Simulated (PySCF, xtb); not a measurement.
MgCl, SMILES [Mg+][Cl], charge +1.

Harmonic wavenumbers (cm⁻¹) from GFN2-xTB in xtb at its own minimum, in rising order: 497.

Q: What does PySCF with PBE0-D3(BJ)/def2-TZVPD give at its own minimum? (An estimate is asked for; the answer gives what the named calculation found.)

A: 554. Paired by order, the mean absolute difference is 57 cm⁻¹ and the zero-point energies are 0.7 and 0.8 kcal/mol.
